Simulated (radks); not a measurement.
Valence configurations of Zr II (all share [Kr]). Calculated with a radial shooting solver on a logarithmic mesh with Libxc functionals: Dirac Kohn-Sham, LDA (Slater exchange, Perdew-Wang correlation), spin-unpolarised, spherical densities, finite nucleus; open shells fill j = l - 1/2 first; Fermi nuclear charge, rms radius 4.2694 fm. Order these by energy: 4d1 5s1 5p1; 4d1.5 5s1 5p0.5; 4d3; 4d2 5s0.5 5p0.5; 4d1.5 5s1.5; 4d2 5s1; 4d2 5p1; 5s2 5p1; 4d2.5 5s0.5; 4d1 5s2.

Answer. From the lowest, in eV above it: 4d2 5s1 0.000; 4d2.5 5s0.5 0.096; 4d1.5 5s1.5 0.141; 4d3 0.399; 4d1 5s2 0.548; 4d2 5s0.5 5p0.5 1.834; 4d1.5 5s1 5p0.5 2.048; 4d2 5p1 3.684; 4d1 5s1 5p1 4.535; 5s2 5p1 6.586. NIST lists [Kr] 4d2 5s1 as the ground configuration; this level of theory agrees among the configurations tried. The energies are those of spherical spin-averaged densities, not of single terms.
